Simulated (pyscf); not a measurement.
PySCF, gas phase, ωB97X-D3(BJ)/def2-SVP geometries. Correlated levels are frozen-core, on RHF or UHF. ΔMP2 is the change of the MP2 total energy from the triple- to the quadruple-zeta basis. Singlets are restricted, triplets unrestricted.

Singlet (Å):
```xyz
5

N      0.8031     0.2963    -0.2803
Sn    -1.0554     0.1081    -1.0445
H      1.3107     1.1753    -0.2548
H      1.3504    -0.4564     0.1252
H     -1.0805    -1.6305    -0.6686
```

Triplet (Å):
```xyz
5

N      0.9614     0.1633    -0.1292
Sn    -0.7364    -0.2981    -1.2091
H      1.0545     1.1474     0.1221
H      1.8365    -0.1366    -0.5588
H     -1.7756    -1.3873    -0.3424
```

### Question
For these two minima of H₂N–SnH: (SMILES [NH2][SnH]), which spin state lies lower at CCSD(T)/def2-TZVPP + ΔMP2(QZVPP), and by how much (electronic energies)?

### Answer
The singlet, by 44.4 kcal/mol. Zero-point energy shifts E(triplet) − E(singlet) by -0.4 kcal/mol. Other isomers of H₂N–SnH: [singlet] were not searched in full and may lie lower. 

E(triplet) − E(singlet) by level (kcal/mol):

```json
[
 {"level": "ωB97X-D3(BJ)/def2-TZVP", "gap": "+45.5"},
 {"level": "PBE/def2-TZVP", "gap": "+41.3"},
 {"level": "r²SCAN/def2-TZVP", "gap": "+38.1"},
 {"level": "B3LYP-D3(BJ)/def2-TZVP", "gap": "+43.7"},
 {"level": "PBE0-D3(BJ)/def2-TZVP", "gap": "+40.2"},
 {"level": "M06-2X/def2-TZVP", "gap": "+36.9"},
 {"level": "ωB97M-D3(BJ)/def2-TZVP", "gap": "+43.9"},
 {"level": "HF/def2-TZVP", "gap": "+29.2"},
 {"level": "MP2/def2-QZVPP", "gap": "+46.3"},
 {"level": "CCSD/def2-TZVPP", "gap": "+42.0"},
 {"level": "CCSD(T)/def2-TZVPP", "gap": "+42.6"},
 {"level": "CCSD(T)/def2-TZVPP + ΔMP2(QZVPP)", "gap": "+44.4"}
]
```

The triplet is the lowest one reached from the SCF start used. The CCSD(T) − MP2 part came from Ansatz, without density fitting, on the same reference. The frozen core leaves the outer d or s,p core shells of the metals and heavy elements correlated in the MP2 and CC values, and def2-TZVPP describes them poorly, which can shift differences by a few kcal/mol. Elements past Kr carry the def2 core potentials, without spin-orbit coupling.
